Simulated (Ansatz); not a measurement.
Consider the ligand exchange at the Sn–C bond: `C[O][SnH2][CH]=N` + H₂Se → `C[O][SnH2][SeH]` + `C=N`.

Calculated with Ansatz (gas phase, PBE0-D4/def2-TZVP geometries, no zero-point term in ΔE). CCSD(T)/CBS adds triple-zeta CCSD(T) − MP2 to the extrapolated MP2 energy (def2 sets, frozen cores). This one scheme is used for every species. DFT in def2-TZVPP. HSE06 is defined as in plane-wave codes. def2 core potentials past Kr. For Se, Sn outer-core shells are correlated without core-valence functions, which leaves a few kJ/mol of doubt a bond. Scalar relativity is left out up to krypton. One conformer a species, not always the lowest.

`C[O][SnH2][CH]=N`:

Z-matrix (Å, degrees):
```
C
O 1 1.402
H 1 1.094 2 108.5
H 1 1.099 2 112.5 3 -119.0
H 1 1.099 2 112.5 3 119.0
Sn 2 1.971 1 122.1 3 179.5
C 6 2.161 2 93.9 1 -178.9
H 6 1.711 2 108.0 1 -58.9
H 6 1.711 2 108.1 1 61.2
N 7 1.260 6 120.8 2 0.2
H 7 1.094 6 121.3 2 -179.8
H 10 1.024 7 111.9 6 -0.0
```

H₂Se:

Cartesian coordinates in Å:
```
Se -0.097 0.370 -0.567
H -0.587 -0.928 -0.093
H 0.684 0.558 0.660
```

`C[O][SnH2][SeH]`:

Cartesian coordinates in Å:
```
C -0.836 1.284 0.611
O 0.151 1.218 -0.387
Sn 0.757 -0.531 -1.039
Se 1.539 -1.907 0.930
H -1.796 0.862 0.280
H -0.535 0.766 1.531
H -1.003 2.337 0.857
H 2.065 -0.147 -2.048
H -0.573 -1.313 -1.770
H 0.232 -2.569 1.036
```

`C=N`:

Z-matrix (Å, degrees):
```
C
N 1 1.261
H 1 1.096 2 124.9
H 1 1.092 2 118.8 3 -180.0
H 2 1.021 1 111.0 3 -0.0
```

```json
{"level": "HSE06-D4", "ΔE (kcal/mol)": "-25.3"}
{"level": "CCSD/CBS(def2)", "ΔE (kcal/mol)": "-26.2"}
```

What does CCSD(T)/CBS give? (Estimate.)

The calculation gave: -25.6 kcal/mol. The listed levels differ from it by 0.3, -0.6 kcal/mol.

What do rigid-rotor, harmonic-oscillator terms from PBE0-D4/def2-TZVP frequencies (298.15 K, 1 bar) make of the CCSD(T)/CBS value? (Estimate.)

Ansatz gave: ΔZPE = +2.3 kcal/mol, ΔH = -23.5 kcal/mol, ΔS = 3 J/(mol·K), ΔG = -23.7 kcal/mol. Modes under 50 cm⁻¹ make the entropy rough.

Largest T1 diagnostic among the species: 0.014.

From PBE to PBE0 (25 % exact exchange), in def2-TZVPP and without D4, ΔE moves by −1.4 kcal/mol. In def2-TZVPP, CCSD(T) changes the Hartree–Fock value by +4.7 kcal/mol (the triples alone add +0.5 kcal/mol) and MP2 by +3.4 kcal/mol. Leaving LDA and LC-ωPBE aside and taking each functional with its dispersion term where it has one, the values, not all of them listed here, spread over 3.2 kcal/mol, from BHLYP-D4 to BLYP-D4. LDA lies +2.0 kcal/mol from PBE without D4.
